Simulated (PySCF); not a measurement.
C5H9N, SMILES CN1CC=CC1. Geometry: PBE-D3(BJ)/def2-SVP. Other conformers were not sampled.

Calculation: PBE-D3(BJ)/def2-SVP in PySCF.

Harmonic wavenumbers (cm⁻¹): 137, 227, 279, 336, 393, 608, 655, 772, 859, 917, 920, 978, 982, 996, 1041, 1075, 1094, 1145, 1149, 1223, 1234, 1267, 1341, 1342, 1391, 1408, 1426, 1430, 1448, 1650, 2777, 2786, 2821, 2927, 2931, 2990, 3045, 3137, 3160. Rotational constants (GHz): 7.235, 3.387, 2.448; symmetry number 1.

Q: Work out the zero-point energy and the ideal-gas rigid-rotor harmonic-oscillator thermochemistry at 298.15 K and 1 atm.

A: ZPE = ½ Σ hcν = ½ × 56294 cm⁻¹ = 80.48 kcal/mol. H − E(el) = 84.86 kcal/mol. Entropy in cal/(mol K): translation 39.17, rotation 26.09, vibration 10.81, total 76.06. G − E(el) = 62.18 kcal/mol. Cp = 24.53 cal/(mol K). Modes under 150 cm⁻¹ make the vibrational entropy uncertain.
